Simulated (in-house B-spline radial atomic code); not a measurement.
Configurations of the zirconium ion Zr³⁺, with energies counted from [Kr] 4d1. Level of theory: scalar-relativistic (X2C) SCAN, spin-polarised, spherical fractional occupations, Fermi nucleus of rms radius 4.2694 fm; calculated with an all-electron radial atomic-structure program (B-spline basis). Shells without spins written out take the highest spin.

Occupations are held fixed; configurations that lie above the ionisation limit could autoionise.

| configuration | E - E(ref) (eV) | highest orbital | its <r> (bohr) |
| --- | --- | --- | --- |
| [Kr] 4f(1 up, 0 down) | 19.551 | 4f up | 3.962 |
| [Ar] 3d10 4s2 4p5 4d2 | 30.362 | 4d up | 1.768 |
| [Ar] 3d10 4s2 4p5 4d1 5s1 | 36.152 | 5s up | 2.793 |
| [Ar] 3d(4 up, 5 down) 4s2 4p6 4d(0 up, 1 down) 5d(1 up, 0 down) | 204.8 | 5d up | 4.274 |
| [Ar] 3d9 4s2 4p6 4d1 4f1 | 206.65 | 4f up | 3.718 |
| [Ar] 3d(4 up, 5 down) 4s2 4p6 4d(1 up, 0 down) 5f(0 up, 1 down) | 212.14 | 5f down | 6.853 |

(1) Order these further configurations by energy, lowest first.
A. [Kr] 5s1
B. [Ar] 3d(5 up, 4 down) 4s2 4p6 4d(1 up, 0 down) 5p(1 up, 0 down)
C. [Ar] 3d10 4s2 4p5 4d1 5f1
D. [Ar] 3d9 4s2 4p6 4d2
E. [Ar] 3d10 4s2 4p5 4d1 5p1

(2) How far above the reference does [Ar] 3d9 4s2 4p6 4d1 5d1 lie?

(3) How far above the reference does [Ar] 3d9 4s2 4p6 4d1 5f1 lie?

Answers

(1) A (4.4332 eV), E (42.078 eV), C (56.785 eV), D (184.1 eV), B (196.64 eV).

(2) 204.56 eV; its least bound orbital is 5d up with <r> = 4.207 bohr.

(3) 211.69 eV; its least bound orbital is 5f up with <r> = 6.689 bohr.
